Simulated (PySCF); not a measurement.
Delta-SCF ions had no search for a lower state. Excitations are Tamm–Dancoff values on a coarser integration grid. The basis has no diffuse functions, so Rydberg states are missing or too high.

Z-matrix (Å, degrees):
```
N
C 1 1.2791
O 2 1.3391 1 122.34
H 3 0.9820 2 106.45 1 0.00
H 2 1.1009 1 126.17 3 -179.99
C 1 1.4030 2 117.05 5 0.01
N 6 1.2751 1 125.03 2 180.00
H 7 1.0325 6 109.01 1 0.00
H 6 1.1056 7 118.06 8 180.00
```
Charge 0, spin multiplicity 1.

Give the total energy, HOMO, S1 oscillator strength, S1–T1 gap (TDA), T1 excitation (TDA), vertical ionisation energy (Delta-SCF), HOMO–LUMO gap and brightest of the four lowest singlets (TDA) at the level PBE-D3(BJ)/def2-TZVP run with PySCF.


```
Quantity                                           Result
-------------------------------------------  ------------
total energy                                 -263.1364 Ha
HOMO                                             -6.40 eV
S1 oscillator strength                              0.003
S1–T1 gap (TDA)                                   0.58 eV
T1 excitation (TDA)                               3.88 eV
vertical ionisation energy (Delta-SCF)            9.85 eV
HOMO–LUMO gap                                     4.21 eV
brightest of the four lowest singlets (TDA)       6.35 eV
```
